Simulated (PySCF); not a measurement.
A small calculation by hand: oscillator strength and radiative lifetime

B(F)(SeH)2 (BFH₂Se₂), SMILES FB([SeH])[SeH].

The structure is a stationary point at B3LYP-D3(BJ)/def2-SVP. This is a generated structure with no PubChem entry under its InChIKey; it may be hypothetical. Other conformers were not sampled.

TDDFT-PBE0/def2-SVPD (PySCF) puts the first singlet state with f over 0.02 at 5.49 eV (vertical), with the transition dipole (-0.033, 1.292, 0.000) in atomic units.

Task: Find the oscillator strength, the wavelength and the radiative lifetime that this transition would have in vacuum if emission retraced absorption.

Result: 
|μ|² = 1.6704 au, so |μ| = 3.28 D. ΔE = 5.49/27.211 = 0.2018 hartree. f = (2/3) ΔE |μ|² = 0.225 (the program prints 0.225).
λ = 1239.84/5.49 = 226 nm; ν = 44280 cm⁻¹.
Einstein's coefficient A = 0.6670 ν² f s⁻¹ (ν in cm⁻¹) = 2.9e8 s⁻¹, so τ = 1/A = 3.4 ns. This state is S2; the lower singlet has f = 0.000. The figure is the radiative limit of this one transition; relaxation, internal conversion, crossing to triplets and a medium change what is measured.
